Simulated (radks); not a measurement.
Ionisation ladder of samarium, from Sm22+ to Sm43+. Each ion is in the ground configuration listed by NIST, and IE = E(next ion) - E(this ion). Calculated with a radial shooting solver on a logarithmic mesh with Libxc functionals: scalar-relativistic Kohn-Sham, exchange-only LDA, spin-polarised, spherical densities, point nucleus; open shells are filled with parallel spins first (spin-orbit coupling, left out, can overturn this in heavy ions).

species      configuration  E (hartree)  IE, Delta-SCF (eV)  <r> HOMO (bohr)  IE, NIST (eV)       kind  error (eV)
Sm22+             [Kr] 4d4  -10210.3103              700.75            0.577            702     theory        -1.3
Sm23+             [Kr] 4d3  -10184.5584              739.46            0.571            742     theory        -2.5
Sm24+             [Kr] 4d2  -10157.3839              778.64            0.565            782     theory        -3.4
Sm25+             [Kr] 4d1  -10128.7694              818.24            0.559            822     theory        -3.8
Sm26+                 [Kr]  -10098.6998              985.75            0.545            976     theory        +9.8
Sm27+    [Ar] 3d10 4s2 4p5  -10062.4741              1026.1            0.541           1016     theory       +10.1
Sm28+    [Ar] 3d10 4s2 4p4  -10024.7651              1066.1            0.537           1060     theory        +6.1
Sm29+    [Ar] 3d10 4s2 4p3   -9985.5869              1118.2            0.532           1103     theory       +15.2
Sm30+    [Ar] 3d10 4s2 4p2   -9944.4955              1160.0            0.528           1180     theory       -20.0
Sm31+    [Ar] 3d10 4s2 4p1   -9901.8655              1201.5            0.524           1226     theory       -24.5
Sm32+        [Ar] 3d10 4s2   -9857.7115              1338.0            0.509           1332     theory        +6.0
Sm33+        [Ar] 3d10 4s1   -9808.5405              1385.6            0.506         1381.6  semi-emp.        +4.0
Sm34+            [Ar] 3d10   -9757.6218              2378.8            0.224           2371     theory        +7.8
Sm35+             [Ar] 3d9   -9670.2034              2477.2            0.221           2466     theory       +11.2
Sm36+             [Ar] 3d8   -9579.1684              2576.7            0.219           2569     theory        +7.7
Sm37+             [Ar] 3d7   -9484.4749              2677.3            0.217           2676     theory        +1.3
Sm38+             [Ar] 3d6   -9386.0854              2778.7            0.215           2782     theory        -3.3
Sm39+             [Ar] 3d5   -9283.9687              2911.0            0.212           2887     theory       +24.0
Sm40+             [Ar] 3d4   -9176.9922              3017.5            0.211           3028     theory       -10.5
Sm41+             [Ar] 3d3   -9066.1016              3125.1            0.209           3137     theory       -11.9
Sm42+             [Ar] 3d2   -8951.2566              3233.7            0.207           3253     theory       -19.3
Sm43+             [Ar] 3d1   -8832.4215              3343.0            0.205           3363     theory       -20.0

Reference values: NIST Atomic Spectra Database (exp. = measured, semi-emp. = semi-empirical, theory = theoretical value adopted there). The ionisation energy per charge of the ion left behind rises most, in proportion, at Sm34+ ([Ar] 3d10), from 40.752 to 67.965 eV. Open shells are spherical and high-spin; term and fine-structure splittings are not resolved. Spin-orbit splitting is averaged out at the scalar-relativistic level.
